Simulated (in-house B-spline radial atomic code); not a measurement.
**Cl7+: [He] 2s2 2p6**

Computed with a radial B-spline atomic code at the basis-set limit: Dirac-Kohn-Sham B97-1, spherical fractional occupations, exact exchange averaged over the configuration, Fermi nucleus of rms radius 3.3654 fm.

Z_r = [3n² - l(l+1)]/(2<r>); Z_e = n√(-2ε); the last column is Slater's effective charge. Values are occupation-weighted means over j.

| shell | electrons | ε (eV) | <r> (bohr) | Z_r | Z_e | Slater |
| --- | --- | --- | --- | --- | --- | --- |
| 1s | 2 | -2914.1 | 0.0909 | 16.50 | 14.64 | 16.70 |
| 2s | 2 | -391.67 | 0.4382 | 13.69 | 10.73 | 12.85 |
| 2p | 6 | -329.44 | 0.3996 | 12.51 | 9.84 | 12.85 |

The least bound orbital is 2p3/2 at -328.8 eV, while the most diffuse is 2s1/2 (<r> = 0.4382 bohr against 0.4003 bohr): energy order and size order differ.

Spin-orbit splittings of the orbital energies (j = l + 1/2 above j = l - 1/2 when positive): 2p 1.76 eV.

For the 1s electron the small component carries 0.366 % of the norm, the zero-frequency Breit interaction raises the level by 2.105 eV, self-energy by 0.9488 eV, and vacuum polarisation lowers it by 0.06461 eV.
